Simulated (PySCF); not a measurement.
Work out the structure from these simulated measurements.

Elements present: C, Cl, F, H and O. Monoisotopic mass: 136.0091 u.

- NMR, other nuclei: isotropic shieldings of nuclei other than C and H, by class: -183 (1 O), 195 (1 F), 491 (1 Cl) ppm [GIAO KT2/pcSseg-1]
- Dipole: 2.32 D [CAM-B3LYP/def2-SVPD]
- Rotational structure: rotational constants A, B, C: 3.022, 1.134, 0.833 GHz [PBE0-D3(BJ)/def2-SVP]
- Triplet: lowest triplet excitation (Tamm–Dancoff): 3.34 eV [TDA CAM-B3LYP/def2-SVPD]
- Polarisability: 80.9 au [CAM-B3LYP/def2-SVPD]
- Valence photoelectron: vertical ionisation energy: 9.84 eV [ΔSCF CAM-B3LYP/def2-SVPD]
- 1H NMR: chemical shifts (computed TMS as zero) by class: 2.42 (3 H), 1.96 (3 H) ppm [GIAO KT2/pcSseg-1]
- UV, first state: lowest singlet excitation: 4.72 eV (263 nm, f = 0.000) [TDDFT CAM-B3LYP/def2-SVPD]
- 13C NMR: chemical shifts (computed TMS as zero) by class: 173.2 (1 C), 165.8 (1 C), 110.9 (1 C), 23.4 (1 C), 14.9 (1 C) ppm [GIAO KT2/pcSseg-1]

Electronic properties: PySCF, gas phase, density fitting. Levels stand in brackets. Isolated species at its PBE0-D3(BJ)/def2-SVP geometry (one conformer only). Each NMR value is the plain mean over a class of atoms that symmetry, rotation or inversion makes alike.

Task: Which formula fits the mass and the elements?

Result: C5H6ClFO (calculated 136.0091). No other formula that holds each of these elements comes within 0.0003 u with a fitting electron parity and a possible valence count.

Task: Propose a structure and show how it fits.

Result: Numbering: `[CH3:1]/[C:2]([F:3])=[C:4](/[CH3:5])[C:6](=[O:7])[Cl:8]`. Its formula, C5H6ClFO, gives 2 degrees of unsaturation: 0 rings and 2 π bonds in the structure found. 5 carbons fall into 5 classes; from least to most shielded: vinylic C–F carbon [C2] (173.2 ppm), acyl halide carbon [C6] (165.8 ppm), fully substituted alkene carbon [C4] (110.9 ppm), allylic carbon [C1] (23.4 ppm), allylic carbon [C5] (14.9 ppm). Hydrogen classes from least to most shielded: 3 H on an allylic carbon, C1 (2.42 ppm, a mean of values up to 0.7 ppm apart in this geometry), 3 H on an allylic carbon, C5 (1.96 ppm, a mean of values up to 0.5 ppm apart in this geometry). The other shieldings belong to: -183 ppm, carbonyl oxygen [O7]; 195 ppm, vinyl fluorine [F3]; 491 ppm, chlorine bonded to C [Cl8]. S1 is mainly HOMO−1→LUMO (weight 0.90); the largest Löwdin shares of the orbital it empties are 0.50 on the carbonyl oxygen, 0.32 on the chlorine bonded to C, 0.06 on the acyl halide carbon and 0.04 on the fully substituted alkene carbon, of the orbital it fills 0.24 on the acyl halide carbon, 0.23 on the vinylic C–F carbon, 0.19 on the carbonyl oxygen and 0.11 on the fully substituted alkene carbon. The first electron is taken from the HOMO, whose largest Löwdin shares are 0.32 on the fully substituted alkene carbon, 0.23 on the vinylic C–F carbon, 0.10 on the vinyl fluorine and 0.09 on the carbonyl oxygen. By its constants the optimised geometry is an asymmetric top. Structure: `C/C(F)=C(/C)C(=O)Cl`. Computed isomers that give other values at the same levels: `CO[C@@H]1C/C1=C(\F)Cl` (rotational constant A: 2.449 GHz; this holds for the one conformer computed); `CC(C)=C(Cl)C(=O)F` (rotational constant A: 2.014 GHz; this holds for the one conformer computed). The assignments are read from this structure; whether some other isomer fits the data as well wasn't checked.

Shape of the structure used: `[CH3:1]/[C:2]([F:3])=[C:4](/[CH3:5])[C:6](=[O:7])[Cl:8]`: C2–C4–C6–O7 1°.
